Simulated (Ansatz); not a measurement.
Ansatz (an electronic-structure program) input (B3LYP/cc-pVDZ):

Ansatz 0.2 input:
```yaml
crystal:
  periodic: [false, false, false]
  atoms:
    - {symbol: P, position_ang: [-0.00000000, -0.00000000, -0.51471900]}
    - {symbol: O, position_ang: [0.00000000, 0.00000000, 0.96509800]}
basis:
  gaussian:
    orbitals: cc-pVDZ
hamiltonian:
  xc: {name: B3LYP}
magnetization: {spin_polarized: true, initial_magnetization: 1}
output: {forces: true}
```

Output:

```
Functional definition: B3LYP
integrals: 0.00 GiB planned
321 factors; integrals over basis functions are off by at most 6.1e-4 eV
mean field: 0.09 GiB planned
mean field evaluation 1: about -11328.9781 eV, gradient 3.9e1 eV
mean field evaluation 2: about -11280.4974 eV, gradient 1.0e2 eV
mean field evaluation 4: about -11334.7738 eV, gradient 2.1e0 eV
mean field evaluation 8: about -11334.8556 eV, gradient 2.7e-1 eV
mean field evaluation 16: about -11334.8559 eV, gradient 1.1e-4 eV
mean field -11334.85591726 eV, -416.5482719181 hartree, gradient 4.0e-5 eV, S^2 0.752961; 0 other end points of the search recorded, 0 dependent functions left out
the calculation of the forces begins
reference -11334.85606273 eV, -416.5482772639 hartree; 12, 11 occupied and 20, 21 virtual orbitals, 321 factors
Total energy: -11334.85606273 eV, -416.5482772639 hartree
Atom 0 at    -0.000000    -0.000000    -0.514719 Å, force    -0.000000     0.000000    -2.061215 eV/Å
Atom 1 at     0.000000     0.000000     0.965098 Å, force     0.000000    -0.000000     2.061215 eV/Å
Dipole moment:     0.000000    -0.000000    -0.401425 e Å
```

The geometry given is a B3LYP-D3(BJ)/def2-TZVP minimum.
